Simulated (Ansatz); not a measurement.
Basis-set extrapolation for `CCCC(=O)OCC` (PBE0-D4/def2-TZVP geometry, frozen core, Ansatz 0.2.0). Multiplicity 1, RHF reference.

```
                      def2-TZVPP   def2-QZVPP
                 HF  -384.097756  -384.115395
    MP2 correlation    -1.490484    -1.592510
CCSD(T) correlation    -1.612197      not run
```

Energies in hartree. Use E(X) = E(∞) + A·exp(−7.88·√X) for Hartree–Fock and E(X) = E(∞) + B·X^(−2.97) for correlation, with X = 3 and 4, and add CCSD(T) minus MP2 of the smaller set to the MP2 limit.

**Question.** What is the CCSD(T) energy at the basis-set limit?

**Answer.** HF limit: -384.115395 + (-0.017639) × 0.13774 = -384.11782. MP2 limit: -1.592510 + (-0.102026) × 0.74074 = -1.66808. Higher-order term: -1.612197 − (-1.490484) = -0.12171. Total: -385.90761 hartree, 518.9 kJ/mol below CCSD(T)/def2-TZVPP.
